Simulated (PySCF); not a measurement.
C3H10NSi, SMILES CC(C)[N][SiH3] (connectivity only; charge and spin as stated), charge -1, multiplicity 1.

Geometry: PBE0-D3(BJ)/def2-SVPD. The multiplicity is an assumed one; other spin states were not compared. The isomer is the one that the SMILES or the coordinates give; other isomers of the formula were not compared. The values are those of a single conformer.

Method: ωB97X/def2-SVPD (PySCF).

Gas-phase values at a fixed geometry.

Computed frontier levels, gap, dipole moment and polarisability:
```json
{
  "highest_occupied_level": "-2.58 eV",
  "lowest_empty_level": "6.06 eV",
  "orbital_gap": "8.64 eV",
  "dipole_moment_about_the_centre_of_nuclear_charge": "3.81 D",
  "mean_static_polarisability": "93.1 bohr³ (13.80 Å³)",
  "polarisability_principal_values": "82.7, 87.4, 109.3 bohr³"
}
```
